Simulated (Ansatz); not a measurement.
Wavefunction ladder for `CC[O][GaH2]`

```
atom    x (Å)    y (Å)    z (Å)
  C1   0.6674   0.7946  -0.7802
  C2  -0.2662   0.9929   0.3932
  O3  -0.7814  -0.1817   0.9610
 Ga4  -0.5362  -1.8959   0.5494
  H5   1.0131   1.7635  -1.1496
  H6   1.5469   0.2093  -0.4977
  H7   0.1691   0.2785  -1.6056
  H8   0.2566   1.5495   1.1824
  H9  -1.1133   1.6180   0.0809
 H10   0.3948  -2.3076  -0.6344
 H11  -1.3508  -2.8211   1.5006
```

The species carries charge 0 and has multiplicity 1. Correlated methods include outer-core shells of Ga, which these sets cover unevenly. Scalar relativity is left out up to krypton. The structure was optimised at the PBE0-D4/def2-TZVP level. It is one conformer, not always the lowest. Frozen core, restricted reference, the Gaussian-basis code of Ansatz.

```
     basis      HF (Eh)  MP2 corr.  CCSD corr.       (T)  CCSD(T) total
  def2-SVP  -2077.55949   -0.69224    -0.72545  -0.02095    -2078.30589
def2-TZVPP  -2077.98778   -0.82499    -0.85391  -0.03269    -2078.87438
def2-QZVPP  -2078.03628   -1.11346           –         –              –
```
